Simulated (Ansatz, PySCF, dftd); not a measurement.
System: CN, charge 0, doublet. CN (SMILES [N+]#[C-], doublet).
B3LYP-D3(BJ)/def2-TZVP minimum from Ansatz (a quantum-chemistry and plane-wave program):
```
C
N 1 1.1622
```
Charge 0, spin multiplicity 2.

Quantity: enthalpy of formation at 298 K (by atomisation, with ideal-gas terms from PySCF's Hessian at B3LYP-D3(BJ)/def2-TZVP and the atoms' measured values of the G2/97 table; no spin-orbit terms), in kcal/mol. Radicals and triplets start from unrestricted determinants; spin-orbit coupling is neglected. Cores are frozen in correlated methods. Rows without X2C or -DK are non-relativistic. CBS(X,Y): correlation extrapolated as X^-3, Hartree-Fock from the larger set (Q,5: extrapolated as (X+1)exp(-9√X)). A bracket is a step between two methods taken in the basis named. Functionals run without relativity, which enters their misses. '+ core + X2C': CCSD(T) terms for core correlation (cc-pwCVTZ) and scalar relativity (cc-pVTZ-DK). The UHF reference of CN ([C-]#[N+], doublet) is spin-contaminated (<S^2> up to 0.37 over the pure value in the sets run).

```csv
level,program,enthalpy of formation at 298 K (kcal/mol),difference against the last row
r2SCAN/def2-TZVPD,Ansatz,108.3,2.9
PBE0-D3(BJ)/def2-TZVPD,Ansatz + dftd3,107.5,2.1
"MP2/CBS(cc-pVQZ,cc-pV5Z)",Ansatz,117.1,11.7
CCSD(T)/cc-pV5Z,Ansatz,110.0,4.6
CCSDT(Q)/aug-cc-pVTZ,Ansatz,113.5,8.1
"CCSD(T)/CBS(cc-pVQZ,cc-pV5Z) + [CCSDT(Q) - CCSD(T)]/cc-pVQZ + core + X2C",Ansatz,105.0,-0.4
"CCSD(T)/CBS(cc-pVQZ,cc-pV5Z) + [CCSDT(Q) - CCSD(T)]/cc-pVQZ + [CCSDTQ - CCSDT(Q)]/cc-pVDZ + core + X2C",Ansatz,105.4,0.0
```
